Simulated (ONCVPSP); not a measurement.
**What one change does to a pseudopotential (hafnium, ONCV)**

hafnium (Hf), optimised norm-conserving Vanderbilt (ONCV), made with ONCVPSP 4.0.1 (PBE, scalar-relativistic). Core [Kr] 4d10, reference 4f14 5s2 5p6 5d2 6s2. Waves: 5s+6s: rc 1.80 bohr, ncon 3, nbas 8, qcut 6.4 1/bohr, 2 projectors; 5p: rc 1.65 bohr, ncon 5, nbas 10, qcut 10.6 1/bohr, 2 projectors, debl 3.1 Ha; 5d: rc 3.10 bohr, ncon 4, nbas 9, qcut 4.9 1/bohr, 1 projector; 4f: rc 1.10 bohr, ncon 4, nbas 9, qcut 17.6 1/bohr, 2 projectors, debl 2.9 Ha. Local part: polynomial inside 0.75 bohr (lpopt 5, dvloc0 2 Ha). Core correction: Teter function, fcfact 5, rcfact 1.1.

Change: f: qcut 10.3.

Cutoffs: the cutoffs (Ha) at which the residual kinetic energy of the hardest occupied pseudo-wave falls to 1 and 0.1 mHa per electron; they do not see the model core or the augmentation charge, which bear on the density cutoff. Errors are all-electron minus pseudo energies relative to the spin-unpolarised reference configuration.

Question: How do hardness, ghosts and transferability respond?

Answer: The potential gets harder (123 Ha and 135 Ha → 307 Ha and 451 Ha); both files keep a bound ghost (s); the errors of the 3 common tests hardly move.

```tsv
quantity	base	changed
cutoff, loose	123 Ha	307 Ha
cutoff, tight	135 Ha	451 Ha
loose cutoff by channel	s 14 Ha, p 34 Ha, d 8.2 Ha, f 123 Ha	s 14 Ha, p 34 Ha, d 8.2 Ha, f 307 Ha
bound ghosts	s	s
GHOST(+) flags under 300 eV	p at 33.2 eV, d at 103.9 eV	p at 33.2 eV, d at 103.9 eV
tests with a reliable result	3 of 4	3 of 4
error for 4f14 5s2 5p6 5d2 6s1, meV [ΔE 7.98 eV]	-3.5	-3.6
error for 4f14 5s2 5p6 5d2 6s0, meV [ΔE 22.16 eV]	-19	-20
error for 4f14 5s1 5p6 5d2 6s2, meV [ΔE 73.09 eV]	-264	-288
s: phases at 1.82 bohr within 0.05 rad from the reference energy up to (Ha; the scan ends near 5)	to the end of the scan	to the end of the scan
p: phases at 1.68 bohr within 0.05 rad from the reference energy up to (Ha; the scan ends near 5)	to the end of the scan	to the end of the scan
d: phases at 3.14 bohr within 0.05 rad from the reference energy up to (Ha; the scan ends near 5)	0.6	0.6
f: phases at 1.12 bohr within 0.05 rad from the reference energy up to (Ha; the scan ends near 5)	to the end of the scan	to the end of the scan
rms error of d²Exc/dni dnj with the model core, mHa	2.79	3.12
```

 A true bound ghost makes a file unfit for plane-wave use even where its test errors are small: the radial tests pick states by their node count and pass the ghost by.
